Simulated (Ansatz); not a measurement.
Reaction (SMILES): O[Si]([NH])(O)O -> N[Si]([O])(O)O

Quantity: isomerisation energy (enthalpy at 298 K), in kcal/mol. Conventions: open shells spin-unrestricted; valence correlation only; non-relativistic; 6-311+G** with 5d, 6d on Na to Ar in Ansatz (a first-principles code); six Cartesian d functions in 6-31G* and its kin unless marked 5d; LANL2DZ with its own core potentials from Na on; spin-orbit terms left out. CBS(X,Y): correlation extrapolated as X^-3; Hartree-Fock from the larger set. Ab initio and DFT rows: single points at B3LYP-D3(BJ) geometries (Ansatz), with unscaled harmonic terms from B3LYP/6-31G* (Ansatz) at its own minima.

Coupled cluster (Ansatz) is a level with limits of its own, used here on species with T1 under 0.025 (0.045 for open shells) and stable references: CCSD(T)/CBS(cc-pV(T+d)Z,cc-pV(Q+d)Z).

Value to compare with, CCSD(T)/CBS(cc-pV(T+d)Z,cc-pV(Q+d)Z) (Ansatz): 8.3 kcal/mol.

```
level          program  isomerisation energy (enthalpy at 298 K) (kcal/mol)  difference
-------------  -------  ---------------------------------------------------  ----------
MP2/STO-3G      Ansatz                                                 -0.6        -8.9
MP2/3-21G       Ansatz                                                  5.4        -2.9
MP2/LANL2DZ     Ansatz                                                  8.2        -0.1
MP2/6-31G*      Ansatz                                                 10.5         2.2
MP2/6-311+G**   Ansatz                                                 12.7         4.4
```

Among the 5 habitual levels, MP2/STO-3G lies farthest from CCSD(T)/CBS(cc-pV(T+d)Z,cc-pV(Q+d)Z) (Ansatz) (-8.9 kcal/mol) and MP2/LANL2DZ nearest (-0.1); 2 of 5 lie above it, and their mean absolute difference is 3.7 kcal/mol, the median 2.9. One case shows no general order.

The sets are all those run for this method; left out are runs that failed, that the program found above a lower state of the same kind, or whose <S^2> lies over 0.5 above the pure value.
